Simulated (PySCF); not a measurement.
# C₆ coefficients of unlike pairs at PBE

Calculated with PySCF 2.14 from the dipole response of each species, C₆(A,B) = (3/π) ∫ α_A(iu) α_B(iu) du, in atomic units, from isotropic polarisabilities. For ions this is the dispersion term alone; charge-induced terms of lower order in 1/R come first.

| species | configuration | basis | relativity | α (bohr³) | C₆ (like pair) |
| --- | --- | --- | --- | --- | --- |
| S | [Ne] 3s2 3p4 (3P) | aug-cc-pwCVQZ (10s9p7d5f3g) | none | 21.01 | 145.3 |
| Sr²⁺ | [Kr] (1S) | dyall-av2z (22s16p11d) | none | 5.995 | 29.24 |
| Pt²⁺ | [Xe] 4f14 5d8 (3F) | def2-TZVPPD with the def2 core potential (60 electrons) (6s5p3d2f1g) | core potential | 8.369 | 53.81 |
| Cl²⁺ | [Ne] 3s2 3p3 (4S) | dyall-av3z (19s12p3d2f) | none | 5.835 | 20.82 |

Estimate C₆ for Sr²⁺ with S.

The integral gives 60.06. The combination rule 2 C_A C_B / (C_A α_B/α_A + C_B α_A/α_B) gives 59.02 and the geometric mean 65.17.

No spin-orbit coupling is included.

The other pairs:

```json
{"pair": "Pt²⁺, S", "C₆": "80.68"}
{"pair": "Cl²⁺, Sr²⁺", "C₆": "24.45"}
{"pair": "Pt²⁺, Sr²⁺", "C₆": "39.54"}
{"pair": "Cl²⁺, Pt²⁺", "C₆": "32.91"}
{"pair": "Cl²⁺, S", "C₆": "52.93"}
```
